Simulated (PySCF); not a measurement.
Levels of Eu⁴⁴⁺ from EOM-EA-GCCSD

Reference: closed-shell Eu⁴⁵⁺, [Ar]; one electron is added. Calculated with PySCF 2.14, two-component X2C-1e with screened spin-orbit coupling, an even-tempered Gaussian basis (18 s from 3.7 bohr⁻², ratio 2.6; 14 p from 4.8 bohr⁻², ratio 2.6; 5 d from 4.9 bohr⁻², ratio 2.8; 3 f from 80 bohr⁻², ratio 2.8); frozen [Ne]; the 62 highest virtual spinors dropped; of the others 50 kept and the rest restored at second order. No Breit or QED terms. Binding energies in eV.

```tsv
level	Koopmans	second order	EOM-CCSD
3d3/2	3505.1	3506.3	3506.1
3d5/2	3470.1	3471.2	3470.9
```

For comparison, the ionisation energy of Eu⁴⁴⁺ is 3510 ± 4 eV (theoretical estimate listed by NIST; NIST Atomic Spectra Database, ionization energies).

Only part of the computed levels is shown.
